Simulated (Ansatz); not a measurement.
`[OH][Al]([SiH3])[Br]` + NH₃ → `[NH2][Al]([OH])[SiH3]` + HBr  (ligand exchange at the Al–Br bond)

Calculated with Ansatz (gas phase, PBE0-D4/def2-TZVP geometries, no zero-point term in ΔE). CBS: MP2 limit from def2 TZ/QZ plus the TZ coupled-cluster correction, frozen cores. This one scheme is used for every species. DFT in def2-TZVPP. B3LYP here is the variant with VWN-RPA as its local correlation; programs differ in this. HSE06 is defined as in plane-wave codes. For Br outer-core shells are correlated without core-valence functions, which leaves a few kJ/mol of doubt a bond. Scalar relativity is left out up to krypton. Each species was taken in one conformer, which may not be the lowest.

| level | ΔE (kJ/mol) | difference from CCSD(T)/CBS |
| --- | --- | --- |
| LDA (SPW92) | 70.9 | -9.7 |
| PBE-D4 | 78.8 | -1.8 |
| revPBE-D4 | 78.0 | -2.6 |
| BLYP-D4 | 72.8 | -7.8 |
| r2SCAN-D4 | 79.7 | -0.9 |
| B97M-V | 78.2 | -2.4 |
| PBE0-D4 | 82.9 | 2.3 |
| r2SCANh-D4 | 81.1 | 0.5 |
| r2SCAN0-D4 | 83.0 | 2.4 |
| HSE06-D4 | 83.4 | 2.8 |
| CAM-B3LYP-D4 | 73.6 | -7.0 |
| ωB97X-V | 79.0 | -1.6 |
| ωB97M-V | 79.2 | -1.4 |
| B2PLYP | 77.8 | -2.8 |
| PBE-QIDH | 84.3 | 3.7 |
| PBE | 78.5 | -2.1 |
| revPBE | 80.6 | 0.0 |
| BLYP | 72.7 | -7.9 |
| r2SCAN | 79.8 | -0.8 |
| PBE0 | 82.6 | 2.0 |
| B3LYP | 76.0 | -4.6 |
| r2SCANh | 81.1 | 0.5 |
| r2SCAN0 | 82.9 | 2.3 |
| HSE06 | 82.9 | 2.3 |
| BHLYP | 80.1 | -0.5 |
| CAM-B3LYP | 72.9 | -7.7 |
| LC-ωPBE | 77.2 | -3.4 |
| RPA@PBE/def2-TZVPP | 73.0 | -7.6 |
| HF/def2-SVP | 86.3 | 5.7 |
| CCSD/def2-SVP | 77.2 | -3.4 |
| CCSD(T)/def2-SVP | 76.8 | -3.8 |
| HF/def2-TZVPP | 88.0 | 7.4 |
| MP2/def2-TZVPP | 81.1 | 0.5 |
| SCS-MP2/def2-TZVPP | 78.6 | -2.0 |
| CCSD/def2-TZVPP | 77.7 | -2.9 |
| CCSD(T)/def2-TZVPP | 77.4 | -3.2 |
| HF/def2-QZVPP | 86.3 | 5.7 |
| MP2/def2-QZVPP | 82.4 | 1.8 |
| HF/CBS(def2) | 86.0 | 5.4 |
| MP2/CBS(def2) | 84.4 | 3.8 |
| CCSD(T)/CBS | 80.6 | 0 |

Largest T1 diagnostic among the species: 0.013.

From BLYP to BHLYP (50 % exact exchange), in def2-TZVPP and without D4, ΔE moves by +7.5 kJ/mol. In def2-TZVPP, CCSD(T) changes the Hartree–Fock value by −10.6 kJ/mol (the triples alone add −0.3 kJ/mol) and MP2 by −6.9 kJ/mol.

CCSD(T)/CBS has its own doubt, a few kJ/mol and more with outer-core shells, so smaller differences from it don't rank the levels.
